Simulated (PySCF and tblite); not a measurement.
The numbers below are computed, except where a source is named.
System: C₂H₆BFS₂, numbered as in [CH3:1][S:2][S:3][CH2:4][BH:5][F:6].

Motion: rotation about the S2–S3 bond (torsion C1–S2–S3–C4 from -86° to 86°, rising). GFN2-xTB gives an electronic barrier of 9.6 kcal/mol.

BP86/pcSseg-1 + D3(BJ) on B3LYP-D3(BJ)/def2-SVP geometries gives 10.4 kcal/mol and k(298 K) = 1.2×10⁵ s⁻¹.

Problem. What does BP86/pcSseg-1 + D3(BJ), IEF-PCM chloroform give on B3LYP-D3(BJ)/def2-SVP geometries?

Solution. A barrier of 9.2 kcal/mol, 1.2 below the first DFT barrier (from unrounded values) and, with GFN2-xTB thermal terms, ΔG‡(298 K) = 9.8 kcal/mol and k = 8.7×10⁵ s⁻¹ (2 equivalent paths).

Programs: tblite and PySCF.
